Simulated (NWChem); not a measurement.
# silanone (SiH$_{2}$O); SMILES O=[SiH2]

Computed with NWChem. B3LYP is NWChem's, with the RPA form of VWN correlation. Each level has its own optimisation; frequencies are unscaled.

Task: Among these, which level gives the lowest value of “dipole (D)”?
A. B3LYP/pcseg-1
B. B3LYP/3-21G
C. B3LYP/aug-pcseg-1
D. B3LYP/def2-TZVPP

Result: B, B3LYP/3-21G. Values: B3LYP/3-21G 3.00; B3LYP/def2-TZVPP 3.68; B3LYP/pcseg-1 3.71; B3LYP/aug-pcseg-1 3.86
